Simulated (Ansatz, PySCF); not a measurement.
Potential energy curve for Cr(O)2(Cl)2, SMILES [O]=[Cr]([Cl])([Cl])=[O] (Cl₂CrO₂). The Cr1–O5 bond (Cr1 also carries Cl, Cl, O; O5 carries nothing else) is pulled apart rigidly from the PBE0/def2-TZVP optimised geometry. Each curve is given relative to its own lowest point near equilibrium.

| R / Å | A | B | C |
|---|---|---|---|
| 1.27 | 321.8 | 354.0 | 297.0 |
| 1.36 | 119.1 | 134.5 | 98.1 |
| 1.44 | 30.6 | 37.0 | 17.8 |
| 1.49 | 6.4 | 9.1 | 0.0 |
| 1.54 | 0.0 | 0.0 | 0.5 |
| 1.58 | 4.8 | 3.2 | 11.1 |
| 1.66 | 33.9 | 29.6 | 38.6 |
| 1.76 | 93.3 | 86.1 | 64.8 |
| 1.87 | 172.9 | 162.3 | 96.5 |
| 2.04 | 301.4 | 284.0 | 158.6 |
| 2.25 | 445.4 | 403.3 | 189.0 |
| 2.49 | 570.4 | 502.4 | 207.9 |
| 2.86 | 664.8 | 599.9 | 228.8 |
| 3.23 | 710.4 | 652.0 | 245.7 |
| 3.73 | 740.1 | 684.7 | 259.1 |
| 4.46 | 755.9 | 701.4 | 266.2 |

Energies in kJ/mol.

Problem. Which curve belongs to which method? The methods are restricted PBE0/def2-TZVP (Ansatz, a first-principles code); unrestricted LDA (SVWN5)/6-31G*, spherical d in PySCF; unrestricted M06-2X/6-31G*, spherical d run with PySCF.

Solution. A is RKS-PBE0; B is UKS-LDA (SVWN5)/6-31G*; C is UKS-M06-2X/6-31G*.

The unrestricted determinant behind UKS-LDA (SVWN5)/6-31G* is spin-contaminated at 2.04 to 4.46 Å (<S²> up to 2.0, against 0.00 for a pure singlet). The unrestricted solution behind UKS-M06-2X/6-31G* changes between 1.87 and 2.04 Å, which can leave a kink. The unrestricted determinant behind UKS-M06-2X/6-31G* is spin-contaminated at 1.66 to 4.46 Å (<S²> up to 2.2, against 0.00 for a pure singlet). The restricted form behind RKS-PBE0 keeps the bonding electrons paired and can't separate into open-shell fragments.
